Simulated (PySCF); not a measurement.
Spinor energies of Te⁴⁷⁺ (tellurium, charge +47)

Start: [He] 2s2 2p1; 2p1/2 filled at m_j = +1/2. Calculated with PySCF 2.14 in an even-tempered Gaussian basis (17 s from 26 bohr⁻², ratio 2.4; 12 p from 34 bohr⁻², ratio 2.4; 5 d from 110 bohr⁻², ratio 2.6; 4 f from 170 bohr⁻², ratio 2.6): generalised Hartree-Fock with the X2C-1e Hamiltonian and a Gaussian nucleus; one run each with spin-orbit coupling (SO) switched off, then screened by Boettger's factors.

```tsv
spinor shell	electrons	ε, spin-free (eV)	ε, screened SO (eV)	weight of nominal j (screened SO)	rms radius, screened SO (bohr)
1s1/2	2	-36346.3	-36336.0	1.000	0.0316
2s1/2	2	-8620.2	-8617.1	1.000	0.123
2p1/2	1	-8293.2	-8507.0	1.000	0.104
```

```csv
quantity,spin-free,screened SO
E (hartree),-3735.36386,-3743.22072
M_J,1/2,1/2
⟨J²⟩,1.111,0.750
⟨L²⟩,2.000,2.000
⟨S²⟩,0.750,0.750
```

Each row is a mean over spinors that exchange with the open shell spreads, by up to 14.020 eV (2s1/2).

Breit and QED terms are absent; they matter most for the inner s and p1/2 levels.

Densities and radii are taken from the X2C orbitals without a picture-change correction, which distorts them close to the nucleus.

Without spin-orbit coupling the j labels of p, d and f shells carry no meaning; the spin-free column gives the mean over the occupied spinors of each nl shell, and its ⟨J²⟩ belongs to a mixture of degenerate components.
